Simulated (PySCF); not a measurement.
PbH₃: breathing scan

Method: UPBE0/[Pb def2-TZVP with ECP60, H def2-TZVP], scalar-relativistic core potentials, density fitting, no spin–orbit coupling, PySCF.

Rigid scan from the doublet minimum (Pb–H 1.779 Å (×3); H–Pb–H 108.9° (×3)). Coordinate: all bonds to the central atom scaled together. Energies in kJ/mol from the minimum.

Problem. Predict the curve at 0.88, 0.92, 0.96, 1.00, 1.04, 1.08, 1.14, 1.22, 1.35.

Solution. 
```csv
scale of all bonds to the centre,E (kJ/mol),dipole size (D),⟨S²⟩
0.88,98.6,0.08,0.75
0.92,39.0,0.22,0.75
0.96,8.7,0.37,0.75
1.00,0.0,0.53,0.75
1.04,6.9,0.70,0.75
1.08,24.9,0.87,0.75
1.14,65.2,1.15,0.76
1.22,132.1,1.52,0.77
1.35,248.9,2.05,0.82
```

Spin–orbit coupling, left out here, can matter for elements this heavy.

Other isomers or separated fragments may lie lower.

The scan took roughly 80 core-seconds on a shared host.
